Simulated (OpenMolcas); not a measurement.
Ga²⁺: effect of the basis set

- Program: OpenMolcas
- Method: CASSCF
- Active space: 1 electron in 4 orbitals (4s 4p)
- State averaging: 2S+1 = 2 even, 1 root; 2S+1 = 2 odd, 3 roots
- Spin-orbit coupling: state interaction with AMFI integrals over the reference wave functions, term energies averaged over their components

A. ANO-RCC-VDZP [5s4p2d], DKH2, point nucleus; cost about 6 core-seconds
B. ANO-R1 [5s4p3d1f], X2C, finite nucleus; cost of the order of 5 core-seconds
C. ANO-RCC-VTZP [6s5p3d1f], DKH2, point nucleus; cost of the order of 6 core-seconds
D. ANO-RCC-VQZP [7s6p4d2f1g], DKH2, point nucleus; cost about 7 core-seconds
E. ANO-R2 [6s5p4d3f1g], X2C, finite nucleus; cost about 8 core-seconds
F. ANO-R3 [7s6p5d4f2g], X2C, finite nucleus; cost about 8 core-seconds

Energies in cm⁻¹ above 4s ²S_1/2, the measured ground level; measured values from Shirai, Reader, Kramida and Sugar, J. Phys. Chem. Ref. Data 36, 509 (2007).

| Level | A | B | C | D | E | F | Measured |
| --- | --- | --- | --- | --- | --- | --- | --- |
| 4s ²S_1/2 | 0.0 | 0.0 | 0.0 | 0.0 | 0.0 | 0.0 | 0.0 |
| 4p ²P°_1/2 | 63776 | 63546 | 62874 | 62673 | 62684 | 62695 | 65169 |
| 4p ²P°_3/2 | 65463 | 65301 | 64256 | 64092 | 64038 | 64138 | 66888 |

Deviations, from unrounded energies. A percentage is the sum of absolute deviations over the sum of measured energies, with the sign that they share, or ± where signs differ.

| Against measurement | Levels | A | B | C | D | E | F |
| --- | --- | --- | --- | --- | --- | --- | --- |
| mean absolute deviation (cm-1) | 2 | 1400 | 1600 | 2500 | 2600 | 2700 | 2600 |
| other configurations (%) | 2 | -2.1 | -2.4 | -3.7 | -4.0 | -4.0 | -4.0 |

A lies closest to measurement on these levels and E furthest from it. The largest miss of A in the table is 4p ²P°_3/2, by -1400 cm-1. The ranking rests on the paired levels alone, and a cruder setting can come out closer through cancelling errors.

Among A to F the level of the table that moves most is 4p ²P°_3/2, by 1400 cm-1 (lowest in E, highest in A).

With one active electron the reference holds no correlation, so core polarisation is missing. Measured partners are found by configuration, term and J. A level has none where our copy of the source lacks it or the pairing is in doubt (some pairs that miss far off the trend of their configuration count as doubtful), and it then counts in no deviation. Levels of configurations outside the active space are missing.

° marks odd parity.
